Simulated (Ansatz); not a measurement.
`C[SiH]1[NH][AlH]1` + H₂Se → `[SeH][SiH]1[NH][AlH]1` + CH₄ at 400 K and 1 bar (ligand exchange at the Si–C bond).

Program: Ansatz. Geometries: PBE0-D4/def2-TZVP. ΔE: electronic, gas phase. CBS: MP2 limit from def2 TZ/QZ plus the TZ coupled-cluster correction, frozen cores. This one scheme is used for every species. For Se outer-core shells are correlated without core-valence functions, which leaves a few kJ/mol of doubt a bond. Scalar relativity is left out up to krypton. Each species was taken in one conformer, which may not be the lowest.

```json
{"species": "`C[SiH]1[NH][AlH]1`", "CCSD(T)/CBS energy (Eh)": "-627.47167", "H − E (kJ/mol)": "209.2", "S (J/(mol·K))": "357.9"}
{"species": "H₂Se", "CCSD(T)/CBS energy (Eh)": "-2401.89790", "H − E (kJ/mol)": "49.4", "S (J/(mol·K))": "229.5"}
{"species": "`[SeH][SiH]1[NH][AlH]1`", "CCSD(T)/CBS energy (Eh)": "-2988.93987", "H − E (kJ/mol)": "136.3", "S (J/(mol·K))": "379.3"}
{"species": "CH₄", "CCSD(T)/CBS energy (Eh)": "-40.46206", "H − E (kJ/mol)": "131.3", "S (J/(mol·K))": "197.2"}
```

H − E and S are ideal-gas, rigid-rotor, harmonic terms from PBE0-D4/def2-TZVP, for one conformer and one mirror image of each species. 1 Eh = 2625.50 kJ/mol, R = 8.31446 J/(mol·K).

**Question.** By hand: ΔE, ΔH, ΔS and ΔG.

**Answer.** ΔE = (-2988.93987) + (-40.46206) − (-627.47167) − (-2401.89790) = -0.03236 Eh = -85.0 kJ/mol. Δ(H − E) = 136.3 + 131.3 − 209.2 − 49.4 = 9.0, so ΔH = -76.0 kJ/mol. ΔS = 379.3 + 197.2 − 357.9 − 229.5 = -10.9 J/(mol·K). ΔG = -76.0 − 400 × (-10.9)/1000 = -71.6 kJ/mol.

**Question.** By hand: the equilibrium constant, and the temperature at which ΔG would vanish if ΔH and ΔS stayed fixed.

**Answer.** log₁₀ K = −ΔG/(RT ln 10) = 9.3. ΔG = 0 at ΔH/ΔS = 6972 K, far beyond where these terms or the molecules hold.

The number of gas molecules stays the same, so ΔS is small and ΔH decides. A doubt of 5 kJ/mol in ΔE shifts log₁₀ K by 0.7 here. Other conformers and mirror images would add mixing entropy, several J/(mol·K) or more a flexible species. These are equilibria of isolated gas molecules and say nothing of rates. Largest T1 diagnostic: 0.013 (customary marks: 0.02 for closed shells, 0.045 for open ones).
